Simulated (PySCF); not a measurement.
Structure problem from calculated spectra and properties.

Formula: C6H8N2.

| Item | Value |
| --- | --- |
| 1H NMR | chemical shifts (computed TMS as zero) by class: 8.85 (1 H), 8.75 (1 H), 8.71 (1 H), 2.89 (2 H), 1.29 (3 H) ppm [GIAO PBE0/pcSseg-1] |
| Couplings | largest of the computed one-bond spin–spin couplings (means over like bonds): 13C–1H +187.0, 13C–1H +185.4, 13C–1H +184.4, 13C–1H +136.2 (×2), 13C–1H +134.1 (×3), 13C–13C +58.8, 13C–13C +58.6, 13C–13C +52.2 Hz [B3LYP/pcJ-1, spin–dipole term left out] |
| Polarisability | 81.4 au [CAM-B3LYP/def2-SVPD] |
| Rotational structure | rotational constants A, B, C: 4.797, 1.573, 1.309 GHz [GFN2-xTB] |
| 13C NMR | chemical shifts (computed TMS as zero) by class: 166.0 (1 C), 150.1 (1 C), 150.0 (1 C), 148.0 (1 C), 34.6 (1 C), 20.1 (1 C) ppm [GIAO PBE0/pcSseg-1] |
| Dipole | 0.69 D [CAM-B3LYP/def2-SVPD] |
| UV, first state | lowest singlet excitation: 4.22 eV (294 nm, f = 0.005) [TDDFT CAM-B3LYP/def2-SVPD] |

The electronic properties come from PySCF, for the isolated species, density fitting. Levels stand in brackets. The structure is a single GFN2-xTB conformer in the gas phase; no vibrational or solvent corrections. Each NMR value is the plain mean over a class of atoms that symmetry, rotation or inversion makes alike.

Task: Propose a structure and show how it fits.

Result: Numbering: `[CH3:1][CH2:2][c:3]1[cH:4][n:5][cH:6][cH:7][n:8]1`. Its formula, C6H8N2, gives 4 degrees of unsaturation: 1 ring and 3 π bonds in the structure found (Kekulé form). 6 carbons fall into 6 classes; from least to most shielded: substituted aromatic carbon [C3] (166.0 ppm), aromatic CH next to a ring nitrogen [C7] (150.1 ppm), aromatic CH next to a ring nitrogen [C4] (150.0 ppm), aromatic CH next to a ring nitrogen [C6] (148.0 ppm), benzylic-type carbon [C2] (34.6 ppm), methyl carbon [C1] (20.1 ppm). Hydrogen classes from least to most shielded: 1 H on an aromatic CH next to a ring nitrogen, C4 (8.85 ppm), 1 H on an aromatic CH next to a ring nitrogen, C7 (8.75 ppm), 1 H on an aromatic CH next to a ring nitrogen, C6 (8.71 ppm), 2 H on a benzylic-type carbon, C2 (2.89 ppm), 3 H on a methyl carbon, C1 (1.29 ppm). The couplings run between: +187.0 Hz, aromatic CH next to a ring nitrogen [C6] and its hydrogen; +185.4 Hz, aromatic CH next to a ring nitrogen [C7] and its hydrogen; +184.4 Hz, aromatic CH next to a ring nitrogen [C4] and its hydrogen; +136.2 Hz, benzylic-type carbon [C2] and its hydrogen (with 1 like pair); +134.1 Hz, methyl carbon [C1] and its hydrogen (with 2 like pairs); +58.8 Hz, aromatic CH next to a ring nitrogen [C6] and aromatic CH next to a ring nitrogen [C7]; +58.6 Hz, substituted aromatic carbon [C3] and aromatic CH next to a ring nitrogen [C4]; +52.2 Hz, benzylic-type carbon [C2] and substituted aromatic carbon [C3]. The optimised geometry has point group C1 and is an asymmetric top. Structure: 2-ethylpyrazine, `CCc1cnccn1`. Computed isomers that give other values at the same levels: `c1cn(C2CC2)cn1` (13C chemical shifts (computed TMS as zero) by class: 140.9 (1 C), 135.4 (1 C), 123.8 (1 C), 28.0 (1 C), 9.1 (2 C) ppm); `C=NCC1(C#N)CC1` (13C chemical shifts (computed TMS as zero) by class: 159.5 (1 C), 127.5 (1 C), 72.3 (1 C), 16.8 (2 C), 12.2 (1 C) ppm); `C#CCN1CCC=N1` (13C chemical shifts (computed TMS as zero) by class: 136.9 (1 C), 83.9 (1 C), 79.7 (1 C), 46.9 (1 C), 43.9 (1 C), 37.7 (1 C) ppm). The assignments are read from this structure; whether some other isomer fits the data as well wasn't checked.

Conformer computed: `[CH3:1][CH2:2][c:3]1[cH:4][n:5][cH:6][cH:7][n:8]1`: C1–C2–C3–C4 85°.
